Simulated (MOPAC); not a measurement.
MOPAC input (MNDO):

```
MNDO 1SCF UHF MS=0.5 GEO-OK AUX(PRECISION=9) THREADS=1
F2Ga

Ga    0.00000000 1    0.00000000 1    0.00000000 1
F     0.00000000 1    0.00000000 1    1.67033866 1
F    -0.00000000 1   -0.00000000 1   -1.67033866 1
```

From the last part of the output:

```
                                                       MOPAC v23.2.5 Linux

          FINAL HEAT OF FORMATION =        -22.96601 KCAL/MOL =     -96.08978 KJ/MOL

          COSMO AREA              =         80.98 SQUARE ANGSTROMS
          COSMO VOLUME            =         63.06 CUBIC ANGSTROMS

          IONIZATION POTENTIAL    =         11.481152 EV
          ALPHA SOMO LUMO (EV)    =        -11.481 -0.822
          BETA  SOMO LUMO (EV)    =        -13.179 -3.908
          NO. OF ALPHA ELECTRONS  =          9
          NO. OF BETA  ELECTRONS  =          8
          MOLECULAR WEIGHT        =        107.7318         POINT GROUP:  D*h

          MOLECULAR DIMENSIONS (Angstroms)

            Atom       Atom       Distance
            F     3    F     2     3.34068
            F     3    F     2     0.00000
           Ga     1    F     2     0.00000

          SCF CALCULATIONS        =          1

   ATOM   CHEMICAL          X               Y               Z
  NUMBER   SYMBOL      (ANGSTROMS)     (ANGSTROMS)     (ANGSTROMS)

     1      Ga          0.00000000  *   0.00000000  *   0.00000000  *
     2       F          0.00000000  *   0.00000000  *   1.67033866  *
     3       F         -0.00000000  *  -0.00000000  *  -1.67033866  *

                             CARTESIAN COORDINATES

   1   Ga        0.000000000     0.000000000     0.000000000
   2    F        0.000000000     0.000000000     1.670338660
   3    F       -0.000000000    -0.000000000    -1.670338660

           Empirical Formula: Ga F2  =     3 atoms

      MOLECULAR POINT GROUP   :   D*h

          ALPHA EIGENVALUES
 -42.72102 -37.89191 -15.27238 -14.45879 -14.45879 -13.24942 -13.03837 -13.03837
 -11.48115  -0.82161  -0.82161   4.63180

           BETA EIGENVALUES
 -42.72730 -37.92444 -15.20287 -14.41106 -14.41106 -13.28813 -13.17915 -13.17915
  -3.90850   0.10951   0.10951   5.56074

              NET ATOMIC CHARGES AND DIPOLE CONTRIBUTIONS

  ATOM NO.   TYPE          CHARGE      No. of ELECS.   s-Pop       p-Pop
    1         Ga           0.947122        2.0529     1.03072     1.02216
    2          F          -0.473561        7.4736     1.88687     5.58670
    3          F          -0.473561        7.4736     1.88687     5.58670
 DIPOLE           X         Y         Z       TOTAL
 POINT-CHG.     0.000     0.000    -0.000     0.000
 HYBRID        -0.000    -0.000     0.000     0.000
 SUM           -0.000    -0.000    -0.000     0.000

          ATOMIC ORBITAL ELECTRON POPULATIONS

     Atom    s        px        py        pz
    1 Ga   1.03072   0.26745   0.26745   0.48726
    2  F   1.88687   1.86627   1.86627   1.85415
    3  F   1.88687   1.86627   1.86627   1.85415

                    (SZ)    =    0.500000
                    (S**2)  =    0.754534

          ATOMIC ORBITAL SPIN POPULATIONS

    Atom   Total    s     px     py     pz
         Atomic
    1 Ga  1.0451  0.969  0.031  0.031  0.014
    2  F -0.0226  0.015 -0.015 -0.015 -0.007
    3  F -0.0226  0.015 -0.015 -0.015 -0.007

 **********************
 *                    *
 * JOB ENDED NORMALLY *
 *                    *
 **********************

 == MOPAC DONE ==
```
